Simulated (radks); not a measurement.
The numbers below are computed, except where a source is named.
The lutetium ion Lu+, configuration [Xe] 4f14 6s2 (the NIST ground configuration). Level of theory: scalar-relativistic Kohn-Sham, r2SCAN, spin-polarised, spherical densities, finite nucleus; meta-GGA in the generalised Kohn-Sham scheme; Fermi nuclear charge, rms radius 5.37 fm; hard spherical wall at 4 bohr (a radial shooting solver on a logarithmic mesh with Libxc functionals).

Normalised radial functions P(r) = r R(r), r in bohr:

r,5p,6s
0.002779,0.0075,0.0561
0.003677,0.0120,0.0660
0.004826,0.0188,0.0751
0.006335,0.0291,0.0824
0.008382,0.0450,0.0853
0.011,0.0673,0.0804
0.01444,0.0979,0.0640
0.01895,0.1366,0.0328
0.02508,0.1810,-0.0153
0.03292,0.2179,-0.0712
0.04321,0.2285,-0.1192
0.05717,0.1837,-0.1318
0.07504,0.0642,-0.0810
0.0985,-0.1173,0.0325
0.1293,-0.2858,0.1552
0.1711,-0.3102,0.1846
0.2245,-0.0974,0.0481
0.2947,0.2625,-0.1775
0.39,0.4901,-0.2777
0.5119,0.3119,-0.0914
0.6719,-0.2067,0.2551
0.8819,-0.7381,0.4545
1.167,-0.9755,0.2813
1.532,-0.8438,-0.1884
2.01,-0.5300,-0.6683
2.66,-0.2380,-0.8158
3.491,-0.0621,-0.3927

5p: eigenvalue -36.995 eV, 3 radial nodes at r = 0.0832, 0.243, 0.610 bohr, <r> = 1.39 bohr, 90 % of the charge inside 2.05 bohr. 6s: eigenvalue -2.198 eV, 5 radial nodes at r = 0.0231, 0.0920, 0.238, 0.552, 1.39 bohr, <r> = 2.40 bohr, 90 % of the charge inside 3.20 bohr.
